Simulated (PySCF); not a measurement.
Compound: C5H12B2O2.
Structure used (PBE0-D3(BJ)/def2-SVP), in Å, numbered top down from 1:
```xyz
21
C5H12B2O2 angstrom
C     -1.274    1.390   -0.640
B     -1.046    0.011    0.067
C     -2.117   -0.525    1.084
C      0.248   -0.887   -0.197
C      1.187   -0.836    1.011
O      1.837    0.417    1.098
B      2.101    1.121   -0.035
O      1.758    0.684   -1.273
C      1.069   -0.541   -1.432
H     -0.804    2.131    0.040
H     -2.333    1.681   -0.715
H     -0.774    1.519   -1.610
H     -1.764   -1.295    1.786
H     -2.900   -1.001    0.460
H     -2.631    0.274    1.642
H     -0.108   -1.931   -0.283
H      1.953   -1.629    0.940
H      0.643   -0.995    1.955
H      2.658    2.186    0.068
H      1.808   -1.334   -1.648
H      0.429   -0.446   -2.324
```

Definitions: NICS(0) = −σiso at the ring centroid; NICS(1) = −σiso and NICS(1)zz = −σzz at ±1 Å along the ring normal z. Level: GIAO PBE0/pcSseg-1 (PySCF, non-relativistic, gas phase) on the PBE0-D3(BJ)/def2-SVP geometry, one conformer.

Ring bond lengths (Å), with Mayer bond orders in brackets: C4–C5 1.531 (1.02), C5–O6 1.414 (0.88), O6–B7 1.360 (1.15), B7–O8 1.357 (1.16), O8–C9 1.415 (0.88), C9–C4 1.523 (1.03).

Question: What do the NICS probes read (ppm)?

Answer: 
| ring | type | NICS(0) | NICS(1), two faces | NICS(1)zz, two faces | rms pucker (Å) | centre to ring atoms, mean (Å) |
| --- | --- | --- | --- | --- | --- | --- |
| C4–C5–O6–B7–O8–C9 | 6-membered ring with B and 2 O; formal bonds all single | -1.4 | -0.1 / -2.5 | 0.8 / -3.4 | 0.20 | 1.40 |

Question: What can be read from them?

Answer: 
- C4–C5–O6–B7–O8–C9: mean NICS(1)zz -1.3 ppm, near zero. C4, C5, C9 have four or more neighbours, so the value isn't read as a sign of a π ring current. The two faces differ by 4.2 ppm, so no symmetry operation interchanges them.

Question: How do the values depend on the level or the medium?

Answer: 
| level | NICS(0), C4–C5–O6–B7–O8–C9 | mean NICS(1)zz, C4–C5–O6–B7–O8–C9 |
| --- | --- | --- |
| PBE0/pcSseg-1, gas | -1.4 | -1.3 |
| wB97X-D/pcSseg-1, gas | -1.4 | -1.3 |

The geometry is the same throughout.

Time: 30 s of wall time; peak memory 1.0 GiB. Hardware: Arm Neoverse V2, one thread, on a shared host. This is the whole shielding run at PBE0/pcSseg-1, SCF included.
